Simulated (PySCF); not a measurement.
H₆N₂SSi₂.
Atom-mapped SMILES: `[SH:1][SiH:2]1[NH:3][SiH2:4][NH:5]1` (hydrogens: H6 on S1; H7 on Si2; H8 on N3; H9, H10 on Si4; H11 on N5)

The same species was optimised twice, with GFN2-xTB and with PBE0-D3(BJ)/def2-SVP (PySCF), and the same property calculations (PySCF, gas phase) were run on both structures.

| coordinate | GFN2-xTB | PBE0-D3(BJ)/def2-SVP | change |
| --- | --- | --- | --- |
| Si2–H7 (Å) | 1.450 | 1.491 | +0.041 |
| Si4–H9 (Å) | 1.457 | 1.498 | +0.041 |
| Si4–H10 (Å) | 1.457 | 1.496 | +0.039 |
| S1–H6 (Å) | 1.323 | 1.352 | +0.029 |
| Si2–N3 (Å) | 1.734 | 1.742 | +0.008 |
| N3–H8 (Å) | 1.002 | 1.009 | +0.007 |
| Si2–N5 (Å) | 1.735 | 1.741 | +0.006 |
| N5–H11 (Å) | 1.002 | 1.009 | +0.007 |
| N3–Si4 (Å) | 1.742 | 1.747 | +0.005 |
| Si4–N5 (Å) | 1.743 | 1.748 | +0.005 |
| S1–Si2 (Å) | 2.137 | 2.141 | +0.004 |
| H9–Si4–H10 (°) | 115.6 | 107.3 | -8.3 |
| S1–Si2–H7 (°) | 106.1 | 102.1 | -4.0 |
| N3–Si4–N5 (°) | 83.1 | 86.1 | +3.0 |
| N3–Si2–N5 (°) | 83.5 | 86.5 | +3.0 |
| N5–Si4–H9 (°) | 113.1 | 115.9 | +2.8 |
| Si2–N3–Si4 (°) | 96.4 | 93.7 | -2.7 |
| Si2–N5–Si4 (°) | 96.4 | 93.7 | -2.7 |
| Si4–N5–H11 (°) | 131.3 | 133.8 | +2.5 |

Rotational constants: A = 6575, B = 1454, C = 1387 MHz (GFN2-xTB) against A = 6307, B = 1467, C = 1390 MHz (PBE0-D3(BJ)/def2-SVP). Atoms that the bonding makes alike are paired by their places after alignment.

On the GFN2-xTB structure: S1s of S1 (eV) 2476.76 [delta-SCF UKS SCAN, pcX-2 on the ionised atom, pcseg-1 elsewhere, spin-free X2C]; S2p of S1 (eV) 169.35 [delta-SCF UKS SCAN, pcX-2 on the ionised atom, pcseg-1 elsewhere, spin-free X2C]; Si1s of Si2 (eV) 1847.33 [delta-SCF UKS SCAN, pcX-2 on the ionised atom, pcseg-1 elsewhere, spin-free X2C]; Si2p of Si2 (eV) 107.50 [delta-SCF UKS SCAN, pcX-2 on the ionised atom, pcseg-1 elsewhere, spin-free X2C]; Si1s of Si4 (eV) 1847.14 [delta-SCF UKS SCAN, pcX-2 on the ionised atom, pcseg-1 elsewhere, spin-free X2C]; Si2p of Si4 (eV) 107.39 [delta-SCF UKS SCAN, pcX-2 on the ionised atom, pcseg-1 elsewhere, spin-free X2C].

Q: What do these properties become on the PBE0-D3(BJ)/def2-SVP structure?

A: 
```json
{"property": "S1s of S1 (eV)", "level": "delta-SCF UKS SCAN, pcX-2 on the ionised atom, pcseg-1 elsewhere, spin-free X2C", "on GFN2-xTB": "2476.76", "on PBE0-D3(BJ)/def2-SVP": "2476.87", "change": "+0.11"}
{"property": "S2p of S1 (eV)", "level": "delta-SCF UKS SCAN, pcX-2 on the ionised atom, pcseg-1 elsewhere, spin-free X2C", "on GFN2-xTB": "169.35", "on PBE0-D3(BJ)/def2-SVP": "169.50", "change": "+0.15"}
{"property": "Si1s of Si2 (eV)", "level": "delta-SCF UKS SCAN, pcX-2 on the ionised atom, pcseg-1 elsewhere, spin-free X2C", "on GFN2-xTB": "1847.33", "on PBE0-D3(BJ)/def2-SVP": "1847.50", "change": "+0.17"}
{"property": "Si2p of Si2 (eV)", "level": "delta-SCF UKS SCAN, pcX-2 on the ionised atom, pcseg-1 elsewhere, spin-free X2C", "on GFN2-xTB": "107.50", "on PBE0-D3(BJ)/def2-SVP": "107.65", "change": "+0.15"}
{"property": "Si1s of Si4 (eV)", "level": "delta-SCF UKS SCAN, pcX-2 on the ionised atom, pcseg-1 elsewhere, spin-free X2C", "on GFN2-xTB": "1847.14", "on PBE0-D3(BJ)/def2-SVP": "1847.35", "change": "+0.21"}
{"property": "Si2p of Si4 (eV)", "level": "delta-SCF UKS SCAN, pcX-2 on the ionised atom, pcseg-1 elsewhere, spin-free X2C", "on GFN2-xTB": "107.39", "on PBE0-D3(BJ)/def2-SVP": "107.56", "change": "+0.17"}
```

The heavy atoms differ by 0.050 Å rms after alignment (one structure mirrored). Among all bonds Si2–H7 and Si4–H9 change most and about equally (+0.041 Å). Changes are differences of the printed values. Neither structure is proved a minimum here.

The values belong to the conformer `[SH:1][SiH:2]1[NH:3][SiH2:4][NH:5]1`: H–S1–Si2–N3 52°.
